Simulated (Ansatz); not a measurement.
C$_{2}$H$_{7}$ClOSi, SMILES `CC(Cl)[SiH2]O`. Total charge 0; spin multiplicity 1. The structure was optimised at the PBE0-D4/def2-TZVP level. It is one conformer, not always the lowest.

```xyz
12

C     1.131    0.380    1.193
C     0.493    0.416   -0.177
Cl    1.504   -0.499   -1.367
Si   -1.217   -0.377   -0.270
O    -1.777   -0.397   -1.813
H     2.138    0.801    1.176
H     1.194   -0.641    1.574
H     0.528    0.969    1.892
H     0.462    1.437   -0.565
H    -2.188    0.427    0.512
H    -1.085   -1.740    0.312
H    -1.184   -0.774   -2.467
```

Problem. What is the dipole moment at PBE/def2-TZVPP? (An estimate is asked.)

Solution. The calculation gave: 1.24 D, with components (0.58, 0.61, 0.91) D in this frame, pointing from negative to positive charge.

Problem. And with r2SCAN, B3LYP, ωB97M-V? (Best estimate.)

Solution. The calculation gave: r2SCAN 1.29 D, B3LYP 1.30 D, ωB97M-V 1.27 D.

Problem. Give the Mulliken charges with PBE, r2SCAN, B3LYP in def2-TZVPP. (Best estimate.)

Solution. Ansatz gave: 
```tsv
atom	PBE	r2SCAN	B3LYP
C1	-0.25	-0.15	-0.26
C2	-0.05	-0.01	-0.06
Cl3	-0.18	-0.20	-0.19
Si4	0.42	0.51	0.51
O5	-0.36	-0.42	-0.40
H6	0.09	0.06	0.10
H7	0.10	0.06	0.10
H8	0.09	0.06	0.09
H9	0.11	0.07	0.11
H10	-0.08	-0.09	-0.09
H11	-0.09	-0.10	-0.09
H12	0.19	0.20	0.19
```

B3LYP here is the variant with VWN-RPA as its local correlation; programs differ in this.
